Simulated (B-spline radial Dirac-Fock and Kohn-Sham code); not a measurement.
## Ar⁺: eigenvalues, ΔSCF and the reference

System: Ar⁺, configuration 1s2 2s2 2p6 3s2 3p5.

The density-functional columns are spherical, spin-unpolarised Dirac-Kohn-Sham results without Breit or QED terms: −ε is minus the orbital energy of the initial state and ΔSCF the difference of two total energies. The reference in the last column comes from relaxed Dirac-Fock hole states (ΔSCF) with Breit and QED corrections and a finite nucleus. All numbers are from an atomic code on a B-spline grid, in eV; a selection of levels is shown. The Kohn-Sham columns are given as differences from the reference.

```csv
level,LDA −ε − DF,LDA ΔSCF − DF,PBE −ε − DF,PBE ΔSCF − DF,Dirac-Fock
K,-97.7,+5.7,-87.7,+16.1,3221.8
L1,-32.7,-13.3,-31.6,-12.4,342.5
L2,-20.5,+1.1,-20.5,+1.1,265.7
M1,-9.0,-1.9,-8.9,-1.8,45.61
"M2,3",-5.2,+1.3,-5.3,+1.3,27.40
```

For the outermost level NIST gives 27.62967 eV (measured); the differences from it are LDA −ε -5.42, LDA ΔSCF +1.11, PBE −ε -5.51, PBE ΔSCF +1.03, Dirac-Fock -0.23 eV. The computed values are configuration averages and the table refers to the lowest terms.
